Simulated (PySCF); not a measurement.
Computed IR spectrum (relative IR intensity) of a molecule C₅H₆Se. The structure is a stationary point at PBE0-D3(BJ)/def2-SVP. The values are those of a single conformer. Level of theory: PBE0-D3(BJ)/def2-SVP (PySCF 2.14.0). Frequencies are harmonic and unscaled.

ν (cm⁻¹): 91 (vw), 128 (w), 189 (vw), 276 (vw), 292 (vw), 518 (w), 540 (vw), 673 (s), 705 (m), 786 (w), 816 (vw), 851 (w), 938 (w), 1037 (w), 1214 (w), 1290 (m), 1387 (w), 1465 (w), 2250 (w), 2445 (m), 3158 (w), 3194 (w), 3492 (vs) (against the strongest line: vs over 80 %, s over 45 %, m over 15 %, w over 4 %, vw less)

Identify the compound among the candidates.
A) C#CC1C[Se]C1
B) C#C[C@H]1C[C@H]1[SeH]
C) C#CC[Se]C=C
D) C=CC1=C[Se]C1

B, C#C[C@H]1C[C@H]1[SeH]
